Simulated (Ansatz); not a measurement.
C5H4F6O2Ti, SMILES `CC1=CC(C(F)(F)F)=[O+][Ti-]([F])([F])([F])[O]1`. Charge 0, multiplicity 1. Correlated methods include outer-core shells of Ti, which these sets cover unevenly. Scalar relativity is left out up to krypton.

Cartesian coordinates in Å:
```
C 1.610 -2.242 0.240
C 0.644 -1.108 0.230
C 0.869 0.027 -0.584
C -0.037 1.049 -0.586
C 0.189 2.284 -1.462
F -0.811 2.417 -2.328
F 0.242 3.377 -0.707
F 1.327 2.201 -2.153
O -1.118 1.118 0.089
Ti -2.011 -0.053 1.370
F -1.529 -0.101 3.050
F -3.261 1.178 1.476
F -2.993 -1.399 0.840
O -0.369 -1.207 0.960
H 2.504 -2.030 -0.342
H 1.113 -3.127 -0.165
H 1.880 -2.473 1.273
H 1.751 0.086 -1.201
```

Task: Give the diagnostics of a CCSD(T)/def2-TZVPP run (frozen core, Ansatz 0.2.0). (An estimate is asked.)

Result: Ansatz gave: T1 = 0.0204, largest single amplitude 0.053, largest double 0.053, (T) share of the correlation energy 4.1 %, 13 CCSD cycles. The RHF solution is stable towards an unrestricted one. T1 lies over the customary mark of 0.02 for closed shells; compounds of d metals often pass it without a breakdown.
